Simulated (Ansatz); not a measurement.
Isolated molecules relaxed with PBE0-D4/def2-TZVP in Ansatz; ΔE leaves out vibrations. CCSD(T)/CBS adds triple-zeta CCSD(T) − MP2 to the extrapolated MP2 energy (def2 sets, frozen cores). Functionals use def2-TZVPP. B3LYP here is the variant with VWN-RPA as its local correlation; programs differ in this. HSE06 is defined as in plane-wave codes. For Br outer-core shells are correlated without core-valence functions, which leaves a few kJ/mol of doubt a bond. Scalar relativity is left out up to krypton. One conformer a species, not always the lowest.

`F[Si](F)(Cl)Br` + `OB1CN1` → `O[Si](F)(Cl)Br` + `FB1CN1`  (redistribution)

```
             level  ΔE (kcal/mol)  difference from CCSD(T)/CBS
       LDA (SPW92)            5.4                         -0.2
         revPBE-D4            5.4                         -0.2
           BLYP-D4            5.3                         -0.3
         r2SCAN-D4            5.8                          0.2
            B97M-V            5.8                          0.2
           PBE0-D4            5.4                         -0.2
          B3LYP-D4            5.3                         -0.3
        r2SCANh-D4            5.7                          0.1
        r2SCAN0-D4            5.6                          0.0
          HSE06-D4            5.4                         -0.2
          BHLYP-D4            5.1                         -0.5
      CAM-B3LYP-D4            5.3                         -0.3
           ωB97X-V            5.4                         -0.2
           ωB97M-V            5.4                         -0.2
          PBE-QIDH            5.4                         -0.2
               PBE            5.8                          0.2
            revPBE            5.9                          0.3
            r2SCAN            5.9                          0.3
              PBE0            5.6                          0.0
             B3LYP            5.6                          0.0
           r2SCANh            5.8                          0.2
           r2SCAN0            5.6                          0.0
             HSE06            5.6                          0.0
             BHLYP            5.4                         -0.2
           LC-ωPBE            5.4                         -0.2
RPA@PBE/def2-TZVPP            5.8                          0.2
      MP2/def2-SVP            4.6                         -1.0
     CCSD/def2-SVP            4.6                         -1.0
  CCSD(T)/def2-SVP            4.7                         -0.9
     HF/def2-TZVPP            5.1                         -0.5
    MP2/def2-TZVPP            5.5                         -0.1
SCS-MP2/def2-TZVPP            5.5                         -0.1
   CCSD/def2-TZVPP            5.5                         -0.1
CCSD(T)/def2-TZVPP            5.5                         -0.1
     HF/def2-QZVPP            5.5                         -0.1
    MP2/def2-QZVPP            5.6                          0.0
SCS-MP2/def2-QZVPP            5.6                          0.0
      HF/CBS(def2)            5.5                         -0.1
     MP2/CBS(def2)            5.5                         -0.1
    CCSD/CBS(def2)            5.5                         -0.1
       CCSD(T)/CBS            5.6                            0
```

Largest T1 diagnostic among the species: 0.012.

Leaving LDA and LC-ωPBE aside and taking each functional with its dispersion term where it has one, the values spread over 0.7 kcal/mol, from BHLYP-D4 to B97M-V. At CCSD(T), def2-SVP lies −0.8 kcal/mol from the extrapolated value and def2-TZVPP −0.0 kcal/mol.
